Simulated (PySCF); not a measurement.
Si(CCH)2(Me)(OH) (C₅H₆OSi), SMILES C#C[Si](O)(C)C#C.

Geometry: PBE0-D3(BJ)/def2-SVP. Other conformers were not sampled.

Two levels are set side by side: PBE/def2-TZVP (PySCF) and PBE0/def2-TZVP (PySCF). Same geometry, gas phase. Differences are taken from unrounded values.

| quantity | PBE |
|---|---|
| orbital gap (eV) | 5.26 |
| highest occupied level (eV) | -6.84 |
| lowest empty level (eV) | -1.58 |
| dipole moment (D) | 1.00 |
| mean polarisability (bohr³) | 83.4 |

Task: These are the PBE values. What does PBE0 give? (An estimate is asked for; the answer gives what the named calculation found.)

Result: 
```csv
quantity,PBE0,PBE minus PBE0
orbital gap (eV),7.40,-2.14
highest occupied level (eV),-8.07,1.23
lowest empty level (eV),-0.67,-0.91
dipole moment (D),1.12,-0.12
mean polarisability (bohr³),80.2,3.2
```

Without exact exchange PBE keeps part of each electron's self-repulsion, which lifts occupied levels and narrows the gap. Loosely held outer electrons make PBE densities more polarisable. Differences between two approximate levels are no errors against the true value.

Rough cost on one machine, each run with all the roots and properties that it gave: PBE0 against PBE within a factor of 2.
